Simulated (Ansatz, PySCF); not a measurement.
This triplet is an excited state, 1.68 eV above the relaxed singlet at the level composite: frozen-core CCSD(T) with HF/cc-pVQZ and the correlation energy extrapolated as X^-3 from cc-pVTZ and cc-pVQZ, plus CCSDT(Q) minus CCSD(T) in cc-pVDZ // PBE0-D3(BJ)/def2-TZVP (Ansatz, an electronic-structure program).

HFSi, SMILES `F[SiH]` (excited triplet) (charge 0, multiplicity 3)

These are PBE0-D3(BJ)/def2-TZVP run with PySCF 2.14.0 values and carry that method's errors.

| Item | Result |
|---|---|
| highest occupied spin orbital | -5.40 eV |
| dipole moment | 0.248 e·Å |
| total energy | -389.7115 Ha |
| cost | very roughly 12 core-seconds |

```xyz
3

F      1.3319    -0.2321     0.0000
Si    -0.0654     0.5597     0.0000
H     -1.2665    -0.3276     0.0000
```
Charge 0, spin multiplicity 3.
